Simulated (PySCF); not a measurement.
Record of a relaxation.

C7H16N (charge +1).
Atom-mapped SMILES: `[CH3:1][CH2:2][N+:3]1([CH3:4])[CH2:5][CH2:6][CH2:7][CH2:8]1` (hydrogens: H9, H10, H11 on C1; H12, H13 on C2; H14, H15, H16 on C4; H17, H18 on C5; H19, H20 on C6; H21, H22 on C7; H23, H24 on C8)

Method: PBE0-D3(BJ)/def2-SVP geometry optimisation, gas phase (PySCF); density fitting, grid level 1; the optimiser is geomeTRIC in internal coordinates, started from a GFN2-xTB structure with every atom displaced at random (about 0.01 Å). The frame can shift and turn from step to step; on so coarse a grid that alone can change the energy by a few meV, and forces under 0.02 eV/Å are noise.

Step 0: E = -8987.2179 eV, largest atomic force 2.956 eV/Å
```
atom  x, y, z in Å  |  force x, y, z in eV/Å
C1      2.582    0.221   -0.016   -1.659   1.420   0.665
C2      1.323   -0.105    0.798    0.839   0.932  -0.482
N3      0.065   -0.332   -0.002    1.676   0.150   0.092
C4      0.303   -1.465   -0.915   -2.901  -0.522   0.228
C5     -0.306    0.890   -0.775   -0.932   1.165   0.614
C6     -1.817    1.021   -0.619    0.514  -0.830   0.529
C7     -2.004    0.575    0.829   -0.096  -0.398  -0.816
C8     -1.049   -0.606    0.934   -1.486   0.103   0.091
H9      3.357    0.514    0.689    0.321  -0.029   0.176
H10     2.911   -0.595   -0.603    0.608  -1.154  -0.803
H11     2.389    1.096   -0.663    0.220  -0.166   0.024
H12     1.124    0.712    1.508   -0.195  -0.028  -0.058
H13     1.497   -0.998    1.366   -0.020  -0.859   0.562
H14     1.068   -1.264   -1.597    1.593   0.491  -1.182
H15    -0.645   -1.641   -1.484    0.621   0.088   0.275
H16     0.502   -2.354   -0.338    0.274  -0.524   0.381
H17     0.177    1.774   -0.309   -0.039  -0.400  -0.115
H18     0.014    0.822   -1.793    0.470  -0.180  -0.895
H19    -2.159    2.022   -0.800   -0.231   0.845  -0.211
H20    -2.361    0.355   -1.296   -0.043  -0.148  -0.227
H21    -1.741    1.376    1.502    0.230   0.497   0.557
H22    -3.031    0.274    1.040   -0.200  -0.051   0.170
H23    -1.557   -1.511    0.590   -0.006  -0.199   0.029
H24    -0.708   -0.763    1.948    0.442  -0.204   0.396
```

Step 1: E = -8987.4761 eV, largest atomic force 0.729 eV/Å
```
atom  x, y, z in Å  |  force x, y, z in eV/Å
C1      2.736    0.358   -0.031    0.180  -0.313  -0.185
C2      1.518   -0.011    0.774   -0.168  -0.234   0.128
N3      0.270   -0.272   -0.033   -0.292   0.039   0.010
C4      0.455   -1.422   -0.954    0.649   0.161  -0.291
C5     -0.152    0.965   -0.818    0.170  -0.136  -0.197
C6     -1.653    1.046   -0.664   -0.104   0.214  -0.058
C7     -1.851    0.612    0.779   -0.026   0.121   0.133
C8     -0.908   -0.565    0.907    0.228  -0.030   0.082
H9      3.543    0.608    0.672    0.025  -0.010  -0.003
H10     3.098   -0.480   -0.658   -0.063   0.254   0.175
H11     2.581    1.237   -0.669   -0.026   0.075  -0.033
H12     1.245    0.787    1.481    0.007   0.026   0.011
H13     1.688   -0.931    1.363    0.032   0.151  -0.081
H14     1.287   -1.201   -1.654   -0.329  -0.150   0.313
H15    -0.459   -1.577   -1.530   -0.173  -0.016  -0.045
H16     0.687   -2.320   -0.366   -0.008  -0.011  -0.013
H17     0.340    1.825   -0.349    0.001   0.069   0.031
H18     0.215    0.875   -1.853   -0.056   0.033   0.145
H19    -2.017    2.066   -0.871    0.020  -0.129   0.013
H20    -2.169    0.367   -1.360    0.011  -0.018  -0.011
H21    -1.572    1.424    1.474   -0.009  -0.079  -0.069
H22    -2.882    0.320    1.017   -0.023   0.012   0.002
H23    -1.377   -1.492    0.559   -0.011  -0.051  -0.030
H24    -0.512   -0.741    1.916   -0.035   0.021  -0.024
```

Step 2: E = -8987.4863 eV, largest atomic force 0.130 eV/Å
```
atom  x, y, z in Å  |  force x, y, z in eV/Å
C1      2.734    0.361   -0.028    0.019  -0.026  -0.037
C2      1.511   -0.016    0.775   -0.018  -0.018   0.014
N3      0.266   -0.274   -0.037   -0.078   0.022   0.029
C4      0.464   -1.424   -0.957    0.069   0.028  -0.107
C5     -0.152    0.963   -0.821    0.050  -0.038  -0.014
C6     -1.655    1.048   -0.666   -0.015   0.034   0.009
C7     -1.850    0.613    0.780   -0.021   0.001   0.006
C8     -0.907   -0.567    0.907    0.066  -0.014  -0.030
H9      3.540    0.609    0.677   -0.003   0.001   0.005
H10     3.104   -0.462   -0.656   -0.015   0.029   0.022
H11     2.575    1.246   -0.660    0.001   0.004   0.015
H12     1.238    0.780    1.483    0.016   0.007  -0.006
H13     1.689   -0.932    1.359    0.007   0.013  -0.013
H14     1.293   -1.213   -1.646   -0.051  -0.006   0.072
H15    -0.455   -1.579   -1.537    0.010  -0.012   0.024
H16     0.690   -2.323   -0.369   -0.020  -0.005   0.005
H17     0.337    1.827   -0.349   -0.007  -0.005   0.007
H18     0.215    0.877   -1.851   -0.007   0.005   0.011
H19    -2.020    2.063   -0.874   -0.004  -0.014  -0.002
H20    -2.170    0.367   -1.363    0.008  -0.016   0.005
H21    -1.567    1.423    1.471    0.013  -0.009  -0.008
H22    -2.883    0.325    1.020    0.000   0.006  -0.001
H23    -1.375   -1.497    0.559   -0.008   0.003  -0.002
H24    -0.511   -0.741    1.916   -0.010   0.009  -0.004
```

Step 3: E = -8987.4868 eV, largest atomic force 0.037 eV/Å
```
atom  x, y, z in Å  |  force x, y, z in eV/Å
C1      2.732    0.366   -0.026   -0.003   0.014   0.000
C2      1.510   -0.016    0.776    0.007   0.008  -0.005
N3      0.265   -0.275   -0.037   -0.026   0.009   0.025
C4      0.467   -1.423   -0.959   -0.006  -0.009  -0.006
C5     -0.151    0.962   -0.821    0.003  -0.006   0.009
C6     -1.655    1.045   -0.668    0.000   0.008   0.004
C7     -1.851    0.611    0.778   -0.014  -0.008  -0.005
C8     -0.907   -0.570    0.904    0.021  -0.003  -0.019
H9      3.537    0.611    0.682   -0.002   0.000   0.003
H10     3.102   -0.452   -0.658    0.004  -0.009  -0.010
H11     2.571    1.256   -0.651    0.004   0.002   0.009
H12     1.238    0.778    1.486   -0.005   0.001  -0.004
H13     1.690   -0.933    1.356    0.002  -0.007   0.003
H14     1.299   -1.211   -1.638    0.018   0.004  -0.005
H15    -0.449   -1.579   -1.541    0.003  -0.001   0.005
H16     0.689   -2.322   -0.369   -0.009  -0.004   0.000
H17     0.335    1.826   -0.348   -0.005  -0.002   0.002
H18     0.216    0.877   -1.851    0.001   0.003  -0.008
H19    -2.022    2.059   -0.877   -0.007   0.002  -0.006
H20    -2.168    0.362   -1.363    0.006  -0.009   0.003
H21    -1.566    1.421    1.468    0.009   0.003   0.002
H22    -2.883    0.325    1.019    0.001   0.004   0.002
H23    -1.376   -1.499    0.556   -0.001   0.004  -0.001
H24    -0.513   -0.742    1.914   -0.003  -0.002   0.003
```

Step 4: E = -8987.4868 eV, largest atomic force 0.037 eV/Å
```
atom  x, y, z in Å  |  force x, y, z in eV/Å
C1      2.731    0.373   -0.022   -0.012   0.013   0.011
C2      1.509   -0.016    0.777    0.014   0.011  -0.007
N3      0.264   -0.275   -0.037    0.009  -0.004   0.004
C4      0.471   -1.423   -0.960   -0.025  -0.013   0.024
C5     -0.152    0.961   -0.821   -0.013   0.005   0.003
C6     -1.656    1.042   -0.670    0.005  -0.002   0.001
C7     -1.852    0.608    0.776   -0.005  -0.008  -0.004
C8     -0.907   -0.572    0.902   -0.003   0.004  -0.002
H9      3.535    0.614    0.689    0.000  -0.003   0.002
H10     3.104   -0.441   -0.659    0.004  -0.010  -0.011
H11     2.570    1.267   -0.641    0.002   0.002   0.003
H12     1.235    0.776    1.489   -0.007  -0.001   0.000
H13     1.691   -0.934    1.354    0.001  -0.005   0.005
H14     1.306   -1.210   -1.634    0.024   0.005  -0.018
H15    -0.444   -1.578   -1.545    0.002   0.004  -0.006
H16     0.688   -2.322   -0.370   -0.001   0.001   0.000
H17     0.331    1.826   -0.346    0.001  -0.001   0.002
H18     0.217    0.878   -1.851    0.004   0.002  -0.005
H19    -2.026    2.054   -0.882   -0.004   0.002  -0.005
H20    -2.166    0.355   -1.364    0.003  -0.004   0.001
H21    -1.565    1.418    1.466    0.004   0.003   0.001
H22    -2.884    0.322    1.017    0.000   0.002   0.004
H23    -1.376   -1.501    0.552    0.001   0.001  -0.002
H24    -0.515   -0.745    1.911   -0.001  -0.006   0.002
```

Step 5: E = -8987.4868 eV, largest atomic force 0.022 eV/Å
```
atom  x, y, z in Å  |  force x, y, z in eV/Å
C1      2.730    0.377   -0.019   -0.005   0.005   0.006
C2      1.508   -0.015    0.778    0.006   0.005  -0.004
N3      0.265   -0.275   -0.037    0.014  -0.007  -0.005
C4      0.473   -1.422   -0.960   -0.013  -0.006   0.018
C5     -0.152    0.961   -0.821   -0.011   0.005  -0.003
C6     -1.657    1.039   -0.671    0.003  -0.001   0.000
C7     -1.853    0.606    0.774    0.000  -0.004  -0.002
C8     -0.907   -0.574    0.900   -0.008   0.004   0.006
H9      3.533    0.617    0.693    0.002  -0.003   0.000
H10     3.104   -0.434   -0.658    0.000  -0.001  -0.004
H11     2.569    1.273   -0.635    0.001   0.002   0.001
H12     1.232    0.776    1.491   -0.005  -0.001   0.001
H13     1.692   -0.934    1.354    0.001   0.000   0.003
H14     1.311   -1.209   -1.633    0.009   0.001  -0.007
H15    -0.440   -1.577   -1.547    0.002   0.005  -0.007
H16     0.689   -2.322   -0.370    0.001   0.001  -0.001
H17     0.329    1.826   -0.345    0.001  -0.001   0.002
H18     0.219    0.879   -1.850    0.003   0.002   0.000
H19    -2.028    2.051   -0.884   -0.003  -0.001  -0.003
H20    -2.164    0.351   -1.366    0.002  -0.002   0.000
H21    -1.567    1.415    1.464    0.002   0.000  -0.001
H22    -2.885    0.318    1.015   -0.001   0.001   0.003
H23    -1.375   -1.503    0.549    0.001   0.000  -0.003
H24    -0.516   -0.747    1.910   -0.001  -0.006   0.000
```

**Question.** Summarise the path.

**Answer.** The energy falls by 0.2689 eV from step 0 to step 5; nine tenths of that is first reached at step 1. It falls at every step. The largest force goes from 2.956 to 0.022 eV/Å. Among the bonds C4–H14 changes most, from 1.044 to 1.095 Å; the atoms move by 0.040 Å rms after alignment.

What follows is the cost of the whole optimisation. Hardware: an Intel Xeon 6975P-C with one thread, shared host. Cost: 75 s of wall time, 0.79 GiB resident at most.
